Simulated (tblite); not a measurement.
Problem. What does the GFN2-xTB structure of `C/C(F)=C1/C=C(F)C1` look like in three dimensions?

Solution. 
```xyz
14
C6H6F2 angstrom
C      2.166   -0.193   -0.361
C      1.053    0.592    0.239
F      1.472    1.717    0.874
C     -0.240    0.309    0.212
C     -1.475    0.914    0.717
C     -2.207   -0.078    0.199
F     -3.507   -0.363    0.172
C     -1.049   -0.837   -0.391
H      2.705    0.421   -1.082
H      2.871   -0.489    0.416
H      1.778   -1.077   -0.855
H     -1.677    1.804    1.277
H     -1.031   -0.901   -1.478
H     -0.860   -1.820    0.038
```

Orientation and origin are arbitrary. Atoms count from 1 in this order. The 6 C–C bonds span 1.324 Å (C2=C4, drawn double) to 1.527 Å (C4–C8, drawn single), a spread of 0.203 Å. The 8 heavy atoms lie in one plane (0.000 Å rms). The 2 C–F bonds span 1.331 Å (C6–F7, drawn single) to 1.358 Å (C2–F3, drawn single), a spread of 0.027 Å. Of the pairs four or more bonds apart, C8···H11 is among the closest relative to their van der Waals radii: 2.87 Å, 99 % of the sum of Bondi's values.

Bonds between heavy atoms (Å): C1–C2 1.488, C2–F3 1.358, C2=C4 1.324, C4–C5 1.465, C5=C6 1.337, C6–F7 1.331, C6–C8 1.505, C4–C8 1.527.

The geometry is computed with GFN2-xTB (gas phase).

Point group: Cs (every atom within 0.08 Å of its image). Its GFN2-xTB frequencies are all real (lowest 95 cm⁻¹).
